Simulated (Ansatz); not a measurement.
H4Se, singlet: harmonic vibrations of a pair.

The input file, in.yaml:

```yaml
crystal:
  periodic: [false, false, false]
  atoms:
    - {symbol: H, position_ang: [-0.149363, 0.155553, -1.777686]}
    - {symbol: H, position_ang: [-0.124090, -0.056059, -2.494342]}
    - {symbol: Se, position_ang: [-0.107140, 0.619783, 1.477049]}
    - {symbol: H, position_ang: [-0.809313, -0.667940, 1.456097]}
    - {symbol: H, position_ang: [1.189906, -0.051238, 1.338782]}
basis:
  gaussian: {orbitals: def2-TZVP}
hamiltonian: {xc: pbe0, dispersion: d4}
phonons: {temperatures: {t_min: 298.15, t_max: 900, t_step: 200}}
```

Launched with

```bash
ansatz run in.yaml --threads 2 --pin off --events-out ev --progress --plain --max-ram 5222MiB
```

What Ansatz 0.2.0 printed:

```
Functional definition: PBE0
  name "PBE0"
  cite "Adamo & Barone, J. Chem. Phys. 110, 6158 (1999) doi:10.1063/1.478522"
  cite "Perdew, Burke & Ernzerhof, Phys. Rev. Lett. 77, 3865 (1996) doi:10.1103/PhysRevLett.77.3865"
  parent pbe
  parameter a = 0.25
  parameter kappa = 0.804
  parameter beta = 0.06672455060314922
  exchange = (1 - a)*pbe_x(kappa = kappa, mu = beta*pi^2/3) + a*exact_x
  correlation = pbe_c(beta = beta)
588 factors; their error is unknown
mean field evaluation 1: about -65405.4666 eV, gradient 9.5e0 eV
mean field evaluation 2: about -65405.6667 eV, gradient 3.9e0 eV
mean field evaluation 4: about -65405.7120 eV, gradient 2.0e-1 eV
mean field evaluation 8: about -65406.1258 eV, gradient 3.9e-1 eV
mean field evaluation 16: about -65406.1259 eV, gradient 9.5e-6 eV
mean field -65406.12594930 eV, -2403.6307947722 hartree, gradient 9.5e-6 eV, S^2 0.000000; 0 other end points of the search recorded, 0 dependent functions left out
the calculation of the forces begins
reference -65406.12597484 eV, -2403.6307957108 hartree; 19, 19 occupied and 53, 53 virtual orbitals, 588 factors
these checks for a lower state are left out or cut short: stability, starts, cluster_reference, orbital_swaps, neighbouring_geometries, increment
588 factors; their error is unknown
Total energy: -65406.15333258 eV, -2403.6318010893 hartree
Atom 0 at    -0.149363     0.155553    -1.777686 Å, force    -0.000038     0.000071    -0.000196 eV/Å
Atom 1 at    -0.124090    -0.056059    -2.494342 Å, force    -0.000006    -0.000009     0.000013 eV/Å
Atom 2 at    -0.107140     0.619783     1.477049 Å, force     0.000045    -0.000161    -0.000124 eV/Å
Atom 3 at    -0.809313    -0.667940     1.456097 Å, force    -0.000059     0.000033     0.000133 eV/Å
Atom 4 at     1.189906    -0.051238     1.338782 Å, force     0.000058     0.000065     0.000173 eV/Å
Dipole moment:     0.047822    -0.152974     0.011646 e Å
Vibrations: 54.34 58.50 119.50 248.85 253.94 1062.11 2455.20 2468.22 4384.36 cm⁻¹, zero-point energy 0.688424 eV

[the SCF lines of later steps are left out]
```

The lines “mean field evaluation” count trial sets of orbitals through the whole run, from several starts and some on an approximate energy, so they need not fall steadily or lie above the final value.

The run took about 17 s on 2 CPU threads of an Arm Neoverse V1 (shared host).
